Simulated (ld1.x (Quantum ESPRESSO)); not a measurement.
gallium (Ga): excitation energies, all-electron against ultrasoft

* Element: Ga (Z = 31)
* Generator: ld1.x (Quantum ESPRESSO) 7.5
* Type: ultrasoft
* Functional: PBE
* Relativity: scalar-relativistic
* Frozen core: [Ar] 3d10
* Valence charge: 3
* Reference configuration: 4s2 4p0.75 (charge +0.25)
* Partial waves: 4s (bound): rcut 1.50, rcutus 1.90 bohr; 4s channel at 0.6 Ry: rcut 1.50, rcutus 1.90 bohr; 4p (bound): rcut 1.65, rcutus 2.15 bohr; 4p channel at 0.7 Ry: rcut 1.65, rcutus 2.15 bohr; 4d channel at 0.2 Ry: rcut 1.80, rcutus 2.05 bohr
* Local potential: all-electron potential smoothed inside 1.94 bohr (lloc = -2)
* Core correction: Bessel-smoothed model core, default radius (core density twice the valence density)
* Augmentation charge: built from norm-conserving waves at rcut, not smoothed further

Energies are relative to the spin-unpolarised reference configuration 4s2 4p0.75; without spin polarisation the order of configurations can differ from experiment.

| valence configuration | charge | ΔE all-electron (eV) | error AE − PS (meV) |
| --- | --- | --- | --- |
| 4s2 4p0 | +1 | 4.863 | -8.7 |
| 4s1 4p0 | +2 | 25.991 | -172 |
| 4s0 4p3 | 0 | 12.546 | -63 |
| 4s2 4p1.3 | -0.3 | -1.359 | -0.8 |
| 4s1 4p1 | +1 | 12.236 | -45 |

Q: What are ΔE and the potential's error for 4s1 4p2?

A: ΔE = 5.713 eV all-electron; the error (AE − PS) is -15 meV.

Q: What are ΔE and the potential's error for 4s2 4p1?

A: ΔE = -0.825 eV all-electron; the error (AE − PS) is -0.2 meV.
